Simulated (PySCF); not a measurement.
AgCl, charge +1, doublet, at a GFN2-xTB geometry (such geometries of metal compounds can be far from the true shape) (the multiplicity is a formal guess) (core potentials on Ag). Base run: B3LYP/def2-TZVP in PySCF.

Here is a job for PySCF.
```python
from pyscf import gto, scf, dft

mol = gto.M(
    atom='''
Ag   -0.00000000   -0.00000000   -0.60768631
Cl    0.00000000    0.00000000    1.68007392
''',
    basis='def2-tzvp',
    ecp={'Ag': 'def2-tzvp'},
    charge=1,
    spin=1,
    verbose=4,
)

mf = dft.UKS(mol)
mf.xc = 'b3lyp'
mf.kernel()
mf.analyze()
```

The base run was repeated with changes; each row names its change, and settings that it needs were set with it.

```csv
change,basis functions,E (Eh),HOMO (eV)
base,77,-606.93189,-15.23
basis = x2c-SVPall; relativity = none (without ecp={'Ag': 'def2-tzvp'}),71,-5568.76795,-15.11
basis = x2c-TZVPall; relativity = spin-free X2C (without ecp={'Ag': 'def2-tzvp'}),100,-5776.87371,-15.22
basis = x2c-TZVPall; relativity = none (without ecp={'Ag': 'def2-tzvp'}),100,-5585.17741,-15.17
basis = jorge-DZP-DKH; relativity = none (without ecp={'Ag': 'def2-tzvp'}),72,-5621.86982,-14.31
basis = x2c-TZVPall; relativity = spin-free X2C; nucleus = Gaussian (with nucmod='G'; without ecp={'Ag': 'def2-tzvp'}),100,-5776.77918,-15.22
basis = x2c-SVPall; relativity = spin-free X2C; nucleus = Gaussian (with nucmod='G'; without ecp={'Ag': 'def2-tzvp'}),71,-5776.09129,-15.26
basis = jorge-DZP-DKH; relativity = spin-free X2C (without ecp={'Ag': 'def2-tzvp'}),72,-5774.02074,-14.37
basis = x2c-SVPall; relativity = spin-free X2C (without ecp={'Ag': 'def2-tzvp'}),71,-5776.17642,-15.26
basis = jorge-DZP-DKH; relativity = spin-free X2C; nucleus = Gaussian (with nucmod='G'; without ecp={'Ag': 'def2-tzvp'}),72,-5773.92368,-14.37
```

Absolute energies of different levels of theory aren't comparable as measures of quality.

Open shells are given as the SCF converged; they aren't shown to be the lowest states, and a large step between rows can be another state.

Basis sets contracted for a relativistic Hamiltonian are a mismatch without it, so the rows without relativity aren't non-relativistic limits. No row has spin-orbit coupling; sets with core potentials leave out the core electrons.
